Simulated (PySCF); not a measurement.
**Si(2+) (silicon, charge +2) across methods**

[Ne] 3s2, closed-shell 1S. All numbers are calculated (PySCF 2.14, no relativity, point nucleus, in dyall-av2z (13s9p2d, 50 functions)).

```
 method  E (hartree)  mean ε 2s (eV)  mean ε 2p (eV)  mean ε 3s (eV)  Σ⟨r²⟩ (bohr²)   ⟨S²⟩
   PW91    -288.4506         -160.20         -117.11         -28.550          11.75  0.000
    PBE    -288.3228         -160.09         -116.90         -28.473          11.76  0.000
wB97X-V    -288.4271         -169.00         -124.10         -32.045          11.82  0.000
    LDA    -287.3111         -159.39         -117.00         -28.597          11.73  0.000
   PBE0    -288.3464         -167.63         -122.26         -29.625          11.78  0.000
 r2SCAN    -288.4308         -164.07         -118.98         -28.640          11.83  0.000
   BP86    -288.4911         -160.24         -117.04         -28.609          11.71  0.000
    UHF   -287.98950         -189.00         -137.14         -32.157          11.96  0.000
  B3LYP    -288.4949         -166.10         -121.42         -29.503          11.76  0.000
```
